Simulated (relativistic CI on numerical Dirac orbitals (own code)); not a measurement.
## Mn5+ (3d2) in a crystal field

Calculated by Dirac-Coulomb-Breit CI, KLI orbitals optimised for each configuration, model QED, valence Slater integrals scaled by 0.7, one configuration in a parametric crystal field (own radial code).

Field parameters in Wybourne normalisation: D3d B²₀ = −7Dσ, B⁴₀ = −14Dq − 21Dτ, B⁴₃ = −14√(10/7) Dq; D4h B²₀ = −7Ds, B⁴₀ = 21(Dq − Dt), B⁴₄ = 21√(5/14) Dq; Oh B⁴₀ = 21Dq, B⁴₄ = √(5/14) B⁴₀; Td as Oh with Dq negative (B⁴₀ = 21Dq, B⁴₄ = √(5/14) B⁴₀). The field is a parameter set, without covalency.

S and J are read from ⟨S²⟩ = S(S + 1) and ⟨J²⟩ = J(J + 1) of each level; they are not fictitious spins.

D3d, 10Dq = 14550, Dσ = 770, Dτ = 0 cm⁻¹, the lowest 10 levels:

```csv
E (cm⁻¹),Degeneracy,Irrep,S,J
0.0,2,E,1.00,2.77
200,2,E,1.00,2.92
381,1,A1,1.00,3.04
590,1,A2,1.00,3.47
1531,2,E,1.00,3.38
1654,1,A1,1.00,3.64
12697,1,A1,0.71,3.09
13136,2,E,0.95,3.19
13173,1,A2,1.00,3.12
13364,2,E,1.00,3.41
```

Td, 10Dq = -9950 cm⁻¹, the lowest 10 levels:

```
E (cm⁻¹)  Degeneracy  Irrep     S     J
     0.0           3     T2  1.00  3.18
    9778           1     A2  1.00  3.00
    9883           3     T2  1.00  3.17
    9949           2      E  0.99  3.18
   10086           3     T1  1.00  3.35
   14875           2      E  0.19  2.78
   16198           3     T2  1.00  2.84
   16382           2      E  0.93  2.93
   16730           3     T1  1.00  3.45
   16933           1     A1  1.00  3.65
```

Oh, 10Dq = 41500 cm⁻¹, the lowest 10 levels:

```tsv
E (cm⁻¹)	Degeneracy	Irrep	S	J
0.0	2	E	1.00	2.73
11.3	3	T2	1.00	2.76
574	3	T1	1.00	3.42
839	1	A1	1.00	3.72
14156	3	T2	0.00	3.12
14310	2	E	0.00	3.20
32188	1	A1	0.00	2.93
39294	1	A2	1.00	3.00
39407	3	T2	1.00	3.12
39630	3	T1	1.00	3.41
```

D4h, 10Dq = 17100, Ds = -810, Dt = -40 cm⁻¹, the lowest 16 levels:

```tsv
E (cm⁻¹)	Degeneracy	Irrep	S	J
0.0	1	B1	1.00	2.70
23.0	1	B2	1.00	2.75
298	2	E	1.00	3.04
535	1	A1	1.00	3.23
668	1	A2	1.00	3.51
2282	2	E	1.00	3.29
2329	1	A1	1.00	3.44
13717	1	A1	0.01	3.09
14187	2	E	0.12	2.92
15844	1	B2	0.71	3.02
16249	1	B1	0.99	3.05
16493	2	E	0.97	3.22
16528	1	A2	1.00	3.43
16543	1	A1	1.00	3.47
16850	1	B1	0.38	3.14
16932	1	B2	0.52	2.94
```

Oh, 10Dq = 9400 cm⁻¹, the lowest 16 levels:

| E (cm⁻¹) | Degeneracy | Irrep | S | J |
| --- | --- | --- | --- | --- |
| 0.0 | 2 | E | 1.00 | 2.66 |
| 49.4 | 3 | T2 | 1.00 | 2.77 |
| 705 | 3 | T1 | 1.00 | 3.55 |
| 1042 | 1 | A1 | 1.00 | 3.92 |
| 8373 | 1 | A2 | 1.00 | 3.00 |
| 8403 | 3 | T2 | 0.99 | 3.09 |
| 8728 | 3 | T1 | 1.00 | 3.46 |
| 8757 | 2 | E | 1.00 | 3.54 |
| 14451 | 3 | T2 | 0.03 | 2.61 |
| 14968 | 2 | E | 0.02 | 2.91 |
| 18015 | 3 | T2 | 1.00 | 3.37 |
| 21859 | 1 | A1 | 1.00 | 0.48 |
| 22117 | 3 | T1 | 1.00 | 1.15 |
| 22496 | 3 | T2 | 0.99 | 2.07 |
| 22524 | 2 | E | 0.99 | 2.05 |
| 25311 | 3 | T2 | 0.03 | 3.58 |

The free-ion ground term has S = 1. Every field shown keeps that spin.

Levels of this model without a field, named by their leading LS term (the scale mimics covalency, so terms lie below those of the real free ion): ³F2 0, ³F3 724, ³F4 1612, ¹D2 13320, ³P0 15396, ³P1 15665, ³P2 16233, ¹G4 20341 cm⁻¹.
